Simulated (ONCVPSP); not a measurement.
## PBE ONCV dataset for gadolinium (Gd), scalar-relativistic all-electron reference.

- Element: Gd
- Generator: ONCVPSP 4.0.1
- Type: optimised norm-conserving Vanderbilt (ONCV)
- Functional: PBE
- Relativity: scalar-relativistic
- Frozen core: [Kr] 4d10
- Valence charge: 18
- Reference configuration: 4f6.5 5s2 5p6 5d1.5 6s2
- Partial waves: 5s+6s: rc 2.50 bohr, ncon 4, nbas 7, qcut 3.7 1/bohr, 2 projectors; 5p: rc 1.50 bohr, ncon 5, nbas 9, qcut 4.7 1/bohr, 3 projectors, debl 3.9 Ha; 5d: rc 2.25 bohr, ncon 4, nbas 7, qcut 3.9 1/bohr, 2 projectors, debl 3.9 Ha; 4f: rc 1.45 bohr, ncon 4, nbas 9, qcut 10.3 1/bohr, 2 projectors, debl 3.2 Ha
- Local potential: polynomial inside 1.05 bohr (lpopt 2, dvloc0 0 Ha)
- Core correction: Teter function, fcfact 2.5, rcfact 1.75

All-electron outer shells of the reference configuration (PBE, scalar-relativistic, ld1.x):

| shell | level (eV) | outermost node (bohr) | outermost maximum (bohr) |
| --- | --- | --- | --- |
| 4d | -151.48 | 0.27 | 0.56 |
| 5s | -51.54 | 0.65 | 1.20 |
| 5p | -28.68 | 0.70 | 1.34 |
| 4f | -11.89 | – | 0.56 |
| 6s | -4.28 | 1.59 | 3.33 |
| 5d | -3.06 | 0.79 | 1.90 |

Results:

| Item | Value |
| --- | --- |
| Cutoffs needed | 89 Ha and 154 Ha (the cutoffs (Ha) at which the residual kinetic energy of the hardest occupied pseudo-wave falls to 1 and 0.1 mHa per electron) |
| Ghost test | no bound ghost flagged; GHOST(+) flagged for s at 30.3 eV, p at 356.8 eV |
| Configuration tests | 1 of 4 tests not solved or not reliable |
| rms error of d²Exc/dni dnj | 6.72 mHa without and 3.62 mHa with the model core |

Generation and tests took about 10 s on one core of a shared server CPU.
